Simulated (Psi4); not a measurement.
CBCl$_{2}$NO, singlet, geometry from GFN2-xTB.

Here is a job for Psi4.
```
memory 2 GB

molecule mol {
0 1
B    -0.357866    0.211830   -0.149749
Cl   -1.710186   -0.850064   -0.044050
Cl   -0.523210    1.805811   -0.758438
N     0.902475   -0.223941    0.265760
C     1.848083   -0.823973    0.675981
O     2.793903   -1.349428    1.059354
}

set {
  basis def2-svp
  reference rhf
  freeze_core true
}

energy('fno-ccsd(t)')
print_variables()
```

### Question
What does this run give for the MP2 correlation energy, number of basis functions, coupled-cluster correlation energy (without the perturbative part), nuclear repulsion energy, total energy?

### Answer

```
Quantity                                                                    Value
------------------------------------------------------------------  -------------
MP2 correlation energy                                                 -0.7961 Eh
number of basis functions                                                      92
coupled-cluster correlation energy (without the perturbative part)     -0.8189 Eh
nuclear repulsion energy                                              287.7404 Eh
total energy                                                        -1111.4136 Eh
```
